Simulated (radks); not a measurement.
The hafnium ion Hf2+ inside a hard spherical wall (all orbitals vanish at R), configuration held at [Xe] 4f14 5d2 and not refilled when levels cross. Calculated with a radial shooting solver on a logarithmic mesh with Libxc functionals: scalar-relativistic Kohn-Sham, PBE, spin-polarised, spherical densities, finite nucleus; open shells are filled with parallel spins first (spin-orbit coupling, left out, can overturn this in heavy ions); Fermi nuclear charge, rms radius 5.347 fm. Eigenvalues in eV for spin up, with the zero of energy where the potential of the charges vanishes at infinity; a dash marks a level that is unbound or too diffuse for the functional's potential to be trusted. A positive occupied level is held by the wall or, in an anion where self-interaction has pushed it up, behind a barrier. The pressure on the wall is -dE/dV.

| R (bohr) | E (hartree) | kinetic (hartree) | e(5s) | e(5p) | e(4f) | e(6s, empty) | e(5d) | e(6p, empty) | pressure (GPa) |
|---|---|---|---|---|---|---|---|---|---|
| free | -15075.3743 | 16512.325 | -82.336 | -51.070 | -31.910 | -17.992 | -17.332 | -12.369 | 0 |
| 15 | -15075.3743 | 16512.325 | -82.336 | -51.070 | -31.910 | -17.992 | -17.332 | -12.369 | < 0.0001 |
| 12 | -15075.3743 | 16512.325 | -82.336 | -51.070 | -31.910 | -17.992 | -17.332 | -12.369 | < 0.0001 |
| 10 | -15075.3743 | 16512.325 | -82.336 | -51.070 | -31.910 | -17.992 | -17.332 | -12.364 | 0.000117 |
| 5 | -15075.3551 | 16512.454 | -81.730 | -50.506 | -31.276 | -16.535 | -16.658 | -8.973 | 2.89 |
| 4 | -15075.2767 | 16512.868 | -80.473 | -49.342 | -29.906 | -12.161 | -14.857 | -1.640 | 24.0 |
| 3.5 | -15075.1394 | 16513.579 | -79.039 | -47.966 | -28.263 | -6.145 | -12.483 | 7.278 | 82.7 |
| 3 | -15074.7460 | 16515.635 | -76.130 | -44.971 | -24.784 | 6.991 | -7.357 | 25.105 | 344 |
| 2 | -15068.1820 | 16545.660 | -50.279 | -14.357 | 4.376 | 119.36 | 37.704 | 157.57 | 11700 |
